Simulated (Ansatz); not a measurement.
Sn(H)2(F)(vinyl) (C₂H₅FSn), SMILES C=[CH][SnH2][F].

Geometry optimised at PBE0-D3(BJ)/def2-SVP. The def2 effective core potentials stand for the cores of Sn; spin–orbit coupling is left out. Other conformers were not sampled.

Two levels are set side by side: PBE/def2-SVPD (Ansatz, a first-principles code) and PBE0/def2-SVPD (Ansatz). Energy differences of separate SCF runs at the same geometry; the states with an electron removed or added have multiplicity 2 and 2. Differences are taken from unrounded values.

| quantity | PBE0 | PBE | PBE minus PBE0 |
|---|---|---|---|
| vertical ionisation energy (eV) | 10.60 | 10.27 | -0.33 |
| vertical singlet–triplet gap (eV) | 4.17 | 4.33 | 0.17 |
